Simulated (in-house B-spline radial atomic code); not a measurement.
A fraction x of an electron is moved 3d → 4d in Mo⁺, starting from [Kr] 4d5 and keeping the highest spin. Level of theory: scalar-relativistic (X2C) r2SCAN0, spin-polarised, spherical fractional occupations, Fermi nucleus of rms radius 4.4091 fm; calculated with an all-electron radial atomic-structure program (B-spline basis).

Caution: exact exchange at fractional occupations of open shells leaves self-interaction of up to several eV.

| x | E(x) - E(0) (eV) | 3d down level (eV) | 4d down level (eV) |
| --- | --- | --- | --- |
| 0 | 0.0000 | -235.706 | - |
| 0.125 | 28.8790 | -237.784 | -5.969 |
| 0.25 | ? | ? | ? |
| 0.375 | ? | ? | ? |
| 0.5 | 116.7556 | -243.961 | -7.061 |
| 0.625 | 146.4755 | -245.997 | -7.378 |
| 0.75 | 176.4102 | -248.023 | -7.687 |
| 0.875 | 206.5592 | -250.038 | -7.990 |
| 1 | 236.9219 | -252.043 | -8.289 |

Q: What belongs in the row x = 0.25?

A: An energy change of 57.9592 eV; 3d down at -239.854 eV, 4d down at -6.374 eV.

Q: What belongs in the row x = 0.375?

A: An energy change of 87.2504 eV; 3d down at -241.913 eV, 4d down at -6.730 eV.

Q: Check Janak's theorem between x = 0.5 and 0.625.

A: The slope of the energy is 237.76 eV; the orbital levels give 237.76 eV (ε of the receiving orbital less ε of the emptying one, averaged over the two points).
